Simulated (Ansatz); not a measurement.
Breaking the Si3–H4 bond in H4SiSn (SMILES [SiH3][SnH]) (multiplicity 1 held, fragments rigid). Energies count from the point at 1.489 Å.
Geometry at that point (charge 0, multiplicity 1):
```xyz
6

Sn     0.022     0.540     0.434
H     -0.413     1.519    -0.988
Si    -0.038    -1.602    -1.159
H      0.940    -1.446    -2.270
H     -1.388    -1.753    -1.768
H      0.280    -2.878    -0.465
```

R- and RO- levels are restricted; in cc, def2 and unpolarised 6-31G sets they are followed outwards from rest. U- levels take the lowest unrestricted solution at each point, which mixes spins at long bonds. Active spaces are followed from a long bond inwards. Curves can end on different states.

Cores are frozen in the correlated methods. Filled d and f shells under p-block atoms count as core.

The values were computed with Ansatz (Gaussian basis) for Hartree–Fock, density functionals and correlated methods. Each number belongs to the level named beside it. In def2 rows elements past Kr take small-core potentials, without spin–orbit coupling.

Energies in kJ/mol.

| R (Å) | R-CCSD/def2-SVP | U-CCSD(T)/def2-SVP | SC-NEVPT2 on CASSCF(2,2)/def2-SVP | FIC-MRCISD+Q on CASSCF(2,2)/def2-SVP |
|---|---|---|---|---|
| 1.191 | 126 | 126 | 131 | 126 |
| 1.340 | 25 | 25 | 28 | 25 |
| 1.489 | 0 | 0 | 0 | 0 |
| 1.638 | 15 | 15 | 12 | 14 |
| 1.787 | 50 | 49 | 44 | 49 |
| 2.010 | 116 | 113 | 105 | 113 |
| 2.233 | 181 | 179 | 167 | 176 |
| 2.606 | 269 | 267 | 247 | 258 |
| 2.978 | 326 | 319 | 296 | 308 |
| 3.424 | 363 | 338 | 324 | 335 |
| 4.020 | 382 | 343 | 335 | 347 |
| 4.764 | 389 | 344 | 338 | 350 |

Doubts at one or more of the structures used: a restricted determinant that unrestricted orbitals would lower (R-CCSD/def2-SVP); other coupled-cluster roots lie near (R-CCSD/def2-SVP); T1 above 0.05 (R-CCSD/def2-SVP, U-CCSD(T)/def2-SVP); a spin-contaminated determinant (U-CCSD(T)/def2-SVP).

Ansatz is a first-principles code.
